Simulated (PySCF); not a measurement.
Structure problem from calculated spectra and properties.

Elements present: C, H, N and O. Monoisotopic mass: 145.1103 u.

| Quantity | Value |
| --- | --- |
| Valence photoelectron | vertical ionisation energy: 8.87 eV [ΔSCF B3LYP/def2-SVPD] |
| NMR, other nuclei | isotropic shieldings of nuclei other than C and H, by class: 147 (1 N), -73 (1 O), 287 (1 O) ppm [GIAO B3LYP/pcSseg-1] |
| 13C NMR | chemical shifts (computed TMS as zero) by class: 176.6 (1 C), 82.8 (1 C), 53.5 (1 C), 48.5 (1 C), 22.2 (1 C), 20.8 (1 C), 16.8 (1 C) ppm [GIAO B3LYP/pcSseg-1] |
| UV, strongest line | among the 10 lowest singlet transitions: S9 at 7.45 eV (166 nm, f = 0.108) [TDDFT B3LYP/def2-SVPD] |
| UV, first state | lowest singlet excitation: 5.41 eV (229 nm, f = 0.002) [TDDFT B3LYP/def2-SVPD] |
| Dipole | 2.99 D [B3LYP/def2-SVPD] |
| Rotational structure | rotational constants A, B, C: 1.571, 0.978, 0.865 GHz [PBE0-D3(BJ)/def2-SVP] |

The electronic properties come from PySCF, for the isolated species, density fitting. Levels stand in brackets. Geometry: PBE0-D3(BJ)/def2-SVP, one conformer, isolated molecule. NMR values are class means; diastereotopic atoms form classes of their own.

Q: Which formula fits the mass and the elements?

A: C7H15NO2 (calculated 145.1103). No other formula that holds each of these elements comes within 0.0003 u with a fitting electron parity and a possible valence count.

Q: Propose a structure and show how it fits.

A: Numbering: `[CH3:1][CH2:2][CH2:3][C@:4]([CH3:5])([O:6][CH3:7])[C:8]([NH2:9])=[O:10]`. Its formula, C7H15NO2, gives 1 degree of unsaturation: 0 rings and 1 π bond in the structure found. 7 carbons fall into 7 classes; from least to most shielded: amide carbonyl carbon [C8] (176.6 ppm), sp3 carbon bound to oxygen [C4] (82.8 ppm), methoxy carbon [C7] (53.5 ppm), chain CH2 carbon [C3] (48.5 ppm), methyl carbon [C5] (22.2 ppm), chain CH2 carbon [C2] (20.8 ppm), methyl carbon [C1] (16.8 ppm). The other shieldings belong to: 147 ppm, amide nitrogen [N9]; -73 ppm, amide oxygen [O10]; 287 ppm, ether oxygen [O6]. The first electron is taken from the HOMO, whose largest Löwdin shares are 0.47 on the amide oxygen, 0.18 on the ether oxygen, 0.10 on the amide carbonyl carbon and 0.09 on the sp3 carbon bound to oxygen. The optimised geometry has point group C1 and is an asymmetric top. Structure: `CCC[C@](C)(OC)C(N)=O`. The assignments are read from this structure; whether some other isomer fits the data as well wasn't checked. The mirror image fits equally.
